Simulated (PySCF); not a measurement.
C₆H₅OS (charge -1).
SMILES: `C=Cc1ccoc1[S-]`

A PySCF run (density fitting, gas phase, GFN2-xTB geometry) gave HOMO 0.99 eV, LUMO 3.76 eV and E = -704.854 Eh.

Question: Which of these levels was it?
A. OLYP/6-31G
B. PBE0/pcSseg-1
C. wB97X/aug-pcSseg-1

Answer: A. It is OLYP/6-31G. All candidates on this geometry:

| level and settings | kind | basis functions | SCF cycles | E (Eh) | HOMO (eV) | LUMO (eV) |
| --- | --- | --- | --- | --- | --- | --- |
| OLYP/6-31G | GGA | 86 | 16 | -704.8542 | 0.99 | 3.76 |
| PBE0/pcSseg-1 | global hybrid | 168 | 14 | -704.5314 | -0.33 | 3.96 |
| wB97X/aug-pcSseg-1 | range-separated hybrid | 260 | 14 | -704.9558 | -2.56 | 3.19 |

The nearest other candidate, by the summed differences of HOMO and LUMO, is PBE0/pcSseg-1: its HOMO differs by -1.32 eV and its LUMO by +0.20 eV. Cycle counts include a coarse-grid stage where the run had one. The HOMO energy is positive at OLYP/6-31G; such an orbital is held in place by the finite basis.

The values belong to the conformer `[CH2:1]=[CH:2][c:3]1[cH:4][cH:5][o:6][c:7]1[S-:8]`: C1–C2–C3–C4 0°.
